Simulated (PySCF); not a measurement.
Isomers of C5H16N2Si2, mass 160.085 u with the commonest isotopes. Theory: PBE0/pcSseg-1 in PySCF (dipole) on a GFN2-xTB geometry, gas phase. One conformer each, none proved a minimum here; rigid rotors.

**Question.** Order these by radius of gyration √(Σ m r²/M), smallest first.
A. `[CH3:1][N:2]([CH3:3])[Si@@H:4]1[CH2:5][CH2:6][CH2:7][Si@H:8]1[NH2:9]` with C1–N2–Si4–C5 163°, C7–Si8–N9–H -53° and 169°, N2–Si4–C5–C6 -147°, Si4–C5–C6–C7 55°, C5–C6–C7–Si8 -50°, C6–C7–Si8–N9 -90°
B. `[CH2:1]=[C:2]([SiH2:3][NH2:4])[N:5]([CH3:6])[CH2:7][CH2:8][SiH3:9]` with C1–C2–Si3–N4 -1°, C2–Si3–N4–H -67° and 68°, C1–C2–N5–C6 -163°, C2–N5–C7–C8 -75°, N5–C7–C8–Si9 175°
C. `[CH3:1][CH2:2][CH2:3][N:4]1[SiH2:5][CH2:6][NH:7][Si@H:8]1[CH3:9]` with C1–C2–C3–N4 -179°, C2–C3–N4–Si5 88°, C3–N4–Si5–C6 180°, N4–Si5–C6–N7 -8°, Si5–C6–N7–Si8 23°, C6–N7–Si8–C9 -145°

**Answer.** A (2.297 Å), C (2.350 Å), B (2.789 Å).

**Question.** Order these by rotational constant A, largest first.
A. `[CH2:1]=[C:2]([SiH2:3][NH2:4])[N:5]([CH3:6])[CH2:7][CH2:8][SiH3:9]` with C1–C2–Si3–N4 -1°, C2–Si3–N4–H -67° and 68°, C1–C2–N5–C6 -163°, C2–N5–C7–C8 -75°, N5–C7–C8–Si9 175°
B. `[CH3:1][CH2:2][CH2:3][Si@H:4]1[NH:5][Si@H:6]([CH2:7][CH3:8])[NH:9]1` with C1–C2–C3–Si4 180°, C2–C3–Si4–N5 67°, N5–Si6–C7–C8 -179°
C. `[CH3:1][N:2]([CH3:3])[Si@@H:4]1[CH2:5][CH2:6][CH2:7][Si@H:8]1[NH2:9]` with C1–N2–Si4–C5 163°, C7–Si8–N9–H -53° and 169°, N2–Si4–C5–C6 -147°, Si4–C5–C6–C7 55°, C5–C6–C7–Si8 -50°, C6–C7–Si8–N9 -90°
D. `[CH3:1][CH2:2][CH2:3][N:4]1[SiH2:5][CH2:6][NH:7][Si@H:8]1[CH3:9]` with C1–C2–C3–N4 -179°, C2–C3–N4–Si5 88°, C3–N4–Si5–C6 180°, N4–Si5–C6–N7 -8°, Si5–C6–N7–Si8 23°, C6–N7–Si8–C9 -145°

**Answer.** B (4264 MHz), A (2549 MHz), C (1723 MHz), D (1599 MHz).

**Question.** Order these by dipole moment, largest first.
A. `[CH3:1][CH2:2][CH2:3][N:4]1[SiH2:5][CH2:6][NH:7][Si@H:8]1[CH3:9]` with C1–C2–C3–N4 -179°, C2–C3–N4–Si5 88°, C3–N4–Si5–C6 180°, N4–Si5–C6–N7 -8°, Si5–C6–N7–Si8 23°, C6–N7–Si8–C9 -145°
B. `[CH2:1]=[C:2]([SiH2:3][NH2:4])[N:5]([CH3:6])[CH2:7][CH2:8][SiH3:9]` with C1–C2–Si3–N4 -1°, C2–Si3–N4–H -67° and 68°, C1–C2–N5–C6 -163°, C2–N5–C7–C8 -75°, N5–C7–C8–Si9 175°
C. `[CH3:1][CH2:2][CH2:3][Si@H:4]1[NH:5][Si@H:6]([CH2:7][CH3:8])[NH:9]1` with C1–C2–C3–Si4 180°, C2–C3–Si4–N5 67°, N5–Si6–C7–C8 -179°
D. `[CH3:1][N:2]([CH3:3])[Si@@H:4]1[CH2:5][CH2:6][CH2:7][Si@H:8]1[NH2:9]` with C1–N2–Si4–C5 163°, C7–Si8–N9–H -53° and 169°, N2–Si4–C5–C6 -147°, Si4–C5–C6–C7 55°, C5–C6–C7–Si8 -50°, C6–C7–Si8–N9 -90°

**Answer.** D (0.84 D), B (0.69 D), A (0.51 D), C (0.04 D).

```csv
SMILES,point group,Ia (u·Å²),Ib (u·Å²),Ic (u·Å²),κ,μa (D),μb (D),μc (D)
C=C([SiH2]N)N(C)CC[SiH3],C1,198.23,1085.60,1206.73,-0.96,0.61,0.21,0.26
CCC[Si@H]1N[Si@H](CC)N1,C1,118.52,1153.20,1182.32,-0.99,0.03,0.03,0.01
CN(C)[Si@@H]1CCC[Si@H]1N,C1,293.23,605.01,791.07,-0.64,0.08,0.83,0.07
CCCN1[SiH2]CN[Si@H]1C,C1,316.02,610.38,841.49,-0.54,0.36,0.27,0.25
```
